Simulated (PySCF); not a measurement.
Nitrogen: a sound run and one with changed settings

Sound run: N⁺ [He] 2s2 2p2, N²⁺ [He] 2s2 2p1. Computed with PySCF 2.14 in cc-pVTZ-DK (4s3p2d1f, 30 functions), with the spin-free X2C one-electron Hamiltonian (Gaussian nucleus). In the sound run the correlated levels freeze 1s2. The sound run starts from symmetry-adapted Hartree-Fock orbitals and uses a fine grid where one is needed.

Changed run: basis STO-3G, all-electron and non-relativistic. This setting is unsound on purpose.

| species | method | sound run (hartree) | changed run (hartree) | converged |
| --- | --- | --- | --- | --- |
| N⁺ | UHF | -53.91964 | -53.24264 | yes |
| N⁺ | MN15 | -54.04691 | -53.10394 | yes |
| N⁺ | B3LYP | -54.09404 | -53.39262 | yes |
| N⁺ | MP2 | -53.99117 | -53.25331 | yes |
| N⁺ | CCSD(T) | -54.01378 | -53.26332 | yes |
| N²⁺ | UHF | -52.84711 | -52.12682 | yes |
| N²⁺ | MN15 | -52.95678 | -51.97463 | yes |
| N²⁺ | B3LYP | -52.99218 | -52.25068 | yes |
| N²⁺ | MP2 | -52.90345 | -52.14900 | yes |
| N²⁺ | CCSD(T) | -52.93117 | -52.16878 | yes |

Ionisation energy of N⁺:

```
 method  sound run (eV)  changed run (eV)
    UHF          29.185            30.363
   MN15          29.664            30.730
  B3LYP          29.983            31.074
    MP2          29.598            30.050
SCS-MP2          29.462            29.987
   CCSD          29.444            29.784
CCSD(T)          29.460            29.784
```

A minimal basis cannot let orbitals breathe on ionisation and holds almost no correlation. The Hamiltonian changed with the basis, so the totals do not compare.

For comparison, NIST gives 29.601 eV between the lowest levels.
